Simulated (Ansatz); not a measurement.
Stretching the N4–H5 bond in AlH4N (SMILES [NH2][AlH2]) (multiplicity 1 held, fragments rigid). Energies count from the point at 1.008 Å.
Geometry at that point (charge 0, multiplicity 1):
```xyz
6

Al     0.0120    -0.2825    -0.5859
H     -1.2529    -0.1126    -1.5124
H      1.3042    -1.0927    -0.9873
N     -0.0207     0.4863     1.0085
H     -0.7895     1.0276     1.3727
H      0.7268     0.4464     1.6841
```

Signs of static correlation in cc-pV(D+d)Z, from Ansatz (a first-principles code) runs.

```csv
R (Å),T1 of restricted CCSD,⟨S²⟩ of UHF,largest double amplitude of restricted CCSD
0.807,0.014,0.000,0.043
0.907,0.014,0.000,0.044
1.008,0.014,0.000,0.044
1.109,0.015,0.000,0.044
1.210,0.016,0.000,0.044
1.361,0.017,0.000,0.040
1.512,0.018,?,0.051
1.765,0.022,0.608,0.094
2.017,0.026,?,0.264
2.319,0.031,0.946,0.422
2.722,0.039,1.005,0.589
3.227,0.045,1.006,0.733
```

Task: What belongs in the gaps?

Result: 
- 1.512, ⟨S²⟩ of UHF: 0.053
- 2.017, ⟨S²⟩ of UHF: 0.835

Doubts at one or more of the structures used: a restricted determinant that unrestricted orbitals would lower (R-CCSD(T)/cc-pV(D+d)Z); other coupled-cluster roots lie near (R-CCSD(T)/cc-pV(D+d)Z); a spin-contaminated determinant (U-CCSD(T)/cc-pV(D+d)Z); T1 above 0.05 (U-CCSD(T)/cc-pV(D+d)Z).
